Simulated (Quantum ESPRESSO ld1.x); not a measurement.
The numbers below are computed, except where a source is named.
Problem. The mean radii <r> (bohr) of the occupied orbitals of an atom or ion are listed with their occupations. Level of theory: Dirac Kohn-Sham, relativistic LDA (MacDonald-Vosko exchange, VWN5 correlation), spin-unpolarised, spherical densities, point nucleus (ld1.x of Quantum ESPRESSO 7.5).

orbital      occ.      <r>
1s1/2           2  0.01940
2s1/2           2  0.08152
2p1/2           2  0.06761
2p3/2           4  0.07518
3s1/2           2   0.2127
3p1/2           2   0.2024
3p3/2           4   0.2165
3d3/2           4   0.1899
3d5/2           6   0.1942
4s1/2           2   0.4730
4p1/2     1.66667   0.4778
4p3/2     3.33333   0.5077
4d3/2           4   0.5204
4d5/2           6   0.5299
4f5/2     4.28571   0.5587
4f7/2     5.71429   0.5634
5f5/2    0.428571    1.369
5f7/2    0.571429    1.374

Name the element and its charge. Open shells, if any, are shared by 2j + 1.

Solution. Z = 71, lutetium, charge +15: Lu15+ in [Ar] 3d10 4s2 4p5 4d10 4f10 5f1. The 1s radius gives Z: for a bare nucleus <r> = (2 gamma + 1)/(2Z) with gamma = sqrt(1 - (Z/c)^2), 0.01909 bohr for Z = 71, and screening makes it slightly larger (0.01940 here). The occupations add up to 56, and the charge is Z minus that.
